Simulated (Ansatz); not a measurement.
(1) Predict a relaxed structure of SrS2⁻ (the lowest doublet isomer of a short search), charge -1, doublet, at r2SCAN-D4/def2-TZVPD (Ansatz).

Results:

(1) 
Cartesian coordinates in Å:
```
Sr -0.0148 0.0003 -0.0037
S 0.3917 -1.9059 -1.7280
S -0.3769 1.9056 1.7317
```
Point group D∞h (tolerance 0.1 Å). This is one stationary point.

In the def2 sets Sr takes a core potential; there is no spin–orbit coupling. The relaxation made no stability test and no search for a lower SCF solution. The structure comes from a short search, and lower isomers may exist.
